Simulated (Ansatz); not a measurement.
Two isomers of C3H10BN: A = `BCC(C)N`, B = `CBN(C)C`.

Program: Ansatz. Geometries: PBE0-D4/def2-TZVP. ΔE: electronic, gas phase. CCSD(T)/CBS is the MP2 limit (def2-TZVPP, def2-QZVPP) plus CCSD(T) − MP2 in def2-TZVPP, frozen cores. Functionals use def2-TZVPP. Each species was taken in one conformer, which may not be the lowest.

Problem. Which isomer does CCSD(T)/CBS put lower? Give the gap. (Estimate.)

Solution. Ansatz gave: B, by 155.0 kJ/mol.

Problem. Give E(B) − E(A) in kJ/mol with ωB97M-V, PBE0-D4, B2PLYP, MP2/def2-TZVPP, CCSD(T)/def2-TZVPP, PBE-D4, CCSD/def2-TZVPP. (Estimate.)

Solution. Ansatz gave: ωB97M-V -156.3, PBE0-D4 -160.1, B2PLYP -163.1, MP2/def2-TZVPP -158.0, CCSD(T)/def2-TZVPP -157.5, PBE-D4 -164.5, CCSD/def2-TZVPP -155.3. None reverses the order clearly.

Largest T1 diagnostic: 0.012.

In def2-TZVPP, CCSD(T) changes the Hartree–Fock value by −8.8 kJ/mol (the triples alone add −2.2 kJ/mol) and MP2 by −9.4 kJ/mol. From PBE to PBE0 (25 % exact exchange), in def2-TZVPP and without D4, E(B) − E(A) moves by +4.5 kJ/mol.
